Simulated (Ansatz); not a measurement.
Isolated molecules relaxed with PBE0-D4/def2-TZVP in Ansatz; ΔE leaves out vibrations. CBS: MP2 limit from def2 TZ/QZ plus the TZ coupled-cluster correction, frozen cores. This one scheme is used for every species. DFT in def2-TZVPP. B3LYP here is the variant with VWN-RPA as its local correlation; programs differ in this. HSE06 is defined as in plane-wave codes. One conformer a species, not always the lowest.

Consider the ligand exchange at a B–C bond: `OB(Cl)CCl` + H₂S → `OB(S)Cl` + `CCl`.

```tsv
level	ΔE (kcal/mol)	difference from CCSD(T)/CBS
LDA (SPW92)	-10.8	1.0
PBE-D4	-12.5	-0.7
revPBE-D4	-12.8	-1.0
BLYP-D4	-12.1	-0.3
r2SCAN-D4	-12.7	-0.9
B97M-V	-12.6	-0.8
PBE0-D4	-12.5	-0.7
B3LYP-D4	-12.1	-0.3
r2SCANh-D4	-12.7	-0.9
r2SCAN0-D4	-12.6	-0.8
HSE06-D4	-12.5	-0.7
BHLYP-D4	-12.2	-0.4
CAM-B3LYP-D4	-11.4	0.4
ωB97X-V	-11.9	-0.1
B2PLYP	-12.6	-0.8
PBE-QIDH	-12.7	-0.9
PBE	-12.9	-1.1
revPBE	-13.7	-1.9
BLYP	-12.8	-1.0
r2SCAN	-12.8	-1.0
PBE0	-12.8	-1.0
B3LYP	-12.6	-0.8
r2SCANh	-12.8	-1.0
r2SCAN0	-12.8	-1.0
HSE06	-12.8	-1.0
BHLYP	-12.4	-0.6
RPA@PBE/def2-TZVPP	-11.3	0.5
HF/def2-SVP	-12.3	-0.5
MP2/def2-SVP	-12.9	-1.1
CCSD/def2-SVP	-11.9	-0.1
CCSD(T)/def2-SVP	-11.9	-0.1
HF/def2-TZVPP	-12.9	-1.1
MP2/def2-TZVPP	-12.6	-0.8
SCS-MP2/def2-TZVPP	-12.5	-0.7
CCSD/def2-TZVPP	-11.5	0.3
MP2/def2-QZVPP	-12.7	-0.9
SCS-MP2/def2-QZVPP	-12.6	-0.8
HF/CBS(def2)	-12.8	-1.0
MP2/CBS(def2)	-12.8	-1.0
CCSD/CBS(def2)	-11.7	0.1
CCSD(T)/CBS	-11.8	0
```

Largest T1 diagnostic among the species: 0.012.

Leaving LDA and LC-ωPBE aside and taking each functional with its dispersion term where it has one, the values spread over 1.4 kcal/mol, from revPBE-D4 to CAM-B3LYP-D4. LDA lies +2.0 kcal/mol from PBE without D4.
